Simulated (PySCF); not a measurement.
Point-charge models of `C(C)CCS[Si@@H](Cl)C` (MeHSiClSBu) against its computed dipole.

Coordinates (GFN2-xTB, Å) and charges (e) from the PBE0/pcSseg-1 density (PySCF):

| atom | x | y | z | Mulliken | IAO | Hirshfeld | ESP-fitted |
| --- | --- | --- | --- | --- | --- | --- | --- |
| C1 | -3.440 | 0.609 | 0.301 | -0.2567 | -0.4159 | -0.1155 | -0.3248 |
| C2 | -2.435 | -0.535 | 0.303 | -0.2823 | -0.2471 | -0.0629 | +0.2348 |
| C3 | -1.104 | -0.116 | -0.317 | -0.2450 | -0.2489 | -0.0742 | +0.1041 |
| C4 | -0.108 | -1.261 | -0.311 | -0.3385 | -0.3206 | -0.0679 | -0.3545 |
| S5 | 1.456 | -0.836 | -1.157 | -0.2579 | -0.2031 | -0.1016 | -0.2845 |
| Si6 | 2.357 | 0.558 | 0.211 | +0.7245 | +0.8567 | +0.3409 | +0.5076 |
| C7 | 4.221 | 0.506 | -0.094 | -0.6184 | -0.7239 | -0.2118 | -0.6270 |
| Cl8 | 1.937 | 0.020 | 2.121 | -0.3190 | -0.3143 | -0.1076 | -0.1696 |
| H9 | -3.062 | 1.450 | 0.877 | +0.1102 | +0.1376 | +0.0402 | +0.0729 |
| H10 | -3.630 | 0.948 | -0.715 | +0.1094 | +0.1370 | +0.0396 | +0.0686 |
| H11 | -4.382 | 0.289 | 0.738 | +0.1165 | +0.1423 | +0.0414 | +0.0773 |
| H12 | -2.843 | -1.381 | -0.255 | +0.1166 | +0.1288 | +0.0371 | -0.0544 |
| H13 | -2.261 | -0.867 | 1.330 | +0.1191 | +0.1311 | +0.0375 | -0.0315 |
| H14 | -1.263 | 0.214 | -1.346 | +0.1293 | +0.1370 | +0.0337 | +0.0177 |
| H15 | -0.692 | 0.726 | 0.246 | +0.1442 | +0.1274 | +0.0304 | -0.0162 |
| H16 | -0.497 | -2.118 | -0.861 | +0.1612 | +0.1584 | +0.0465 | +0.2052 |
| H17 | 0.135 | -1.572 | 0.704 | +0.1678 | +0.1497 | +0.0275 | +0.1133 |
| H18 | 1.790 | 1.888 | 0.007 | -0.0403 | -0.1351 | -0.0795 | -0.0803 |
| H19 | 4.633 | -0.477 | 0.115 | +0.1584 | +0.1699 | +0.0483 | +0.1664 |
| H20 | 4.734 | 1.225 | 0.538 | +0.1499 | +0.1649 | +0.0481 | +0.1700 |
| H21 | 4.447 | 0.745 | -1.127 | +0.1510 | +0.1682 | +0.0502 | +0.2048 |

Task: Compute μ = Σ q r for each scheme (1 e·Å = 4.803 D) and compare with the dipole of the full density.

Result: The full density gives (-0.37, 0.56, -0.07) D, 0.67 D in size; dipole vectors point from the negative to the positive end.

| scheme | μx | μy | μz | size (D) | share of the full size (%) | angle to the full dipole (°) |
| --- | --- | --- | --- | --- | --- | --- |
| Mulliken | -0.68 | 2.18 | -0.70 | 2.39 | 357 | 19 |
| IAO | -0.24 | 1.00 | -0.97 | 1.41 | 211 | 41 |
| Hirshfeld | 0.02 | 0.28 | -0.17 | 0.32 | 48 | 42 |
| ESP-fitted | -0.31 | 0.56 | -0.07 | 0.64 | 96 | 4 |

Task: Which set comes closest?

Result: Length of the difference vector: ESP-fitted 0.06 D, Hirshfeld 0.48 D, IAO 1.01 D, Mulliken 1.77 D. Closest: ESP-fitted. 

Task: What is left for the Hirshfeld atoms' own dipoles?

Result: The shares of the density sum to the whole, so what Σ q r misses lies in dipoles about the nuclei. The atomic dipoles sum to (-0.37, 0.56, -0.07) − (0.02, 0.28, -0.17) = (-0.39, 0.28, 0.10) D, 0.48 D in size.

Task: With the origin at the mean of the coordinates, (0.000, 0.001, 0.062) Å, which are the largest single terms, by size, of the Mulliken dipole along the direction of the full one?

Result: C7 +5.55, Si6 -2.93, C1 -2.91, H19 -2.23, Cl8 +1.94 D; all 21 atoms together +2.26 D. The single terms depend on the origin, their sum doesn't.

Task: Give the size of the full dipole in other units.

Result: 0.67 D = 0.263 au = 0.139 e·Å = 2.23 × 10⁻³⁰ C·m.

The structure is a single GFN2-xTB conformer in the gas phase; no vibrational or solvent corrections.

The values belong to the conformer `[CH3:1][CH2:2][CH2:3][CH2:4][S:5][Si@H:6]([CH3:7])[Cl:8]`: C1–C2–C3–C4 180°, C2–C3–C4–S5 176°, C3–C4–S5–Si6 71°, C4–S5–Si6–C7 155°.
